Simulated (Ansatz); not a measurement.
Program: Ansatz. Geometries: PBE0-D4/def2-TZVP. ΔE: electronic, gas phase. CCSD(T)/CBS adds triple-zeta CCSD(T) − MP2 to the extrapolated MP2 energy (def2 sets, frozen cores). This one scheme is used for every species. Functionals use def2-TZVPP. HSE06 is defined as in plane-wave codes. def2 core potentials past Kr. For Sn outer-core shells are correlated without core-valence functions, which leaves a few kJ/mol of doubt a bond.

Reaction (formal exchange of groups at a C–Sn bond): `[SnH3][C]1=CO1` + CH₄ → `CC1=CO1` + `[SnH4]`

```
             level  ΔE (kJ/mol)  difference from CCSD(T)/CBS
         revPBE-D4         28.4                        -14.9
         r2SCAN-D4         28.1                        -15.2
           PBE0-D4         25.3                        -18.0
            B2PLYP         35.5                         -7.8
            r2SCAN         27.8                        -15.5
             HSE06         24.2                        -19.1
             BHLYP         22.3                        -21.0
         CAM-B3LYP         22.3                        -21.0
CCSD(T)/def2-TZVPP         38.7                         -4.6
    CCSD/CBS(def2)         38.0                         -5.3
       CCSD(T)/CBS         43.3                            0
```

Largest T1 diagnostic among the species: 0.029, so the coupled-cluster value is less sure than usual.

Leaving LDA and LC-ωPBE aside and taking each functional with its dispersion term where it has one, the values, not all of them listed here, spread over 14.8 kJ/mol, from B97M-V to B2PLYP. LDA lies −12.8 kJ/mol from PBE without D4. From r2SCAN to r2SCAN0 (25 % exact exchange), in def2-TZVPP and without D4, ΔE moves by −3.3 kJ/mol. At CCSD(T), def2-SVP lies −15.0 kJ/mol from the extrapolated value and def2-TZVPP −4.7 kJ/mol.
